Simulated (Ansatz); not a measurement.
Basis-set series for C₆H₁₁BO₃ (`CC1=CC(C)=[O+][B-](C)(O)O1`). The species carries charge 0 and has multiplicity 1. Geometry: relaxed with PBE0-D4/def2-TZVP. It is one conformer, not always the lowest.

```json
{"functional": "PBE0-D4", "basis": "def2-SVP", "functions": "195", "energy (Eh)": "-485.01297", "HOMO (eV)": "-7.08", "LUMO (eV)": "-1.83"}
{"functional": "PBE0-D4", "basis": "def2-TZVPP", "functions": "464", "energy (Eh)": "-485.55515", "HOMO (eV)": "-7.15", "LUMO (eV)": "-1.91"}
{"functional": "ωB97M-V", "basis": "def2-SVP", "functions": "195", "energy (Eh)": "-485.35286", "HOMO (eV)": "-9.24", "LUMO (eV)": "0.30"}
{"functional": "ωB97M-V", "basis": "def2-TZVPP", "functions": "464", "energy (Eh)": "-485.91488", "HOMO (eV)": "-9.33", "LUMO (eV)": "0.19"}
```

(1) Give the rows for def2-QZVPP. (Best estimate.)

## Answers

(1) Ansatz gave: 
| functional | basis | functions | energy (Eh) | HOMO (eV) | LUMO (eV) |
| --- | --- | --- | --- | --- | --- |
| PBE0-D4 | def2-QZVPP | 900 | -485.58118 | -7.17 | -1.93 |
| ωB97M-V | def2-QZVPP | 900 | -485.93941 | -9.34 | 0.16 |

Positive LUMOs are unbound and depend on the basis.
